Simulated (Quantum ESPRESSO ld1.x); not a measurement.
Nb2+, 39 electrons, occupied as [Kr] 4d2 7s1 (not the ground configuration). All-electron calculation, non-relativistic Kohn-Sham, LDA (Slater exchange, Perdew-Zunger correlation), spin-polarised, spherical densities, point nucleus; open shells are filled with parallel spins first; relativity is left out, which matters for an element this heavy. Program: ld1.x of Quantum ESPRESSO 7.5.

X-ray form factor f0, the Fourier transform of the density (f0(0) = 39):

sin(theta)/lambda (1/angstrom),f0 (electrons)
0.05,37.597
0.1,36.307
0.15,34.345
0.2,32.163
0.25,29.901
0.3,27.732
0.4,24.064
0.5,21.263
0.6,19.041
0.8,15.394
1,12.293
1.25,9.320
1.5,7.415
2,5.579
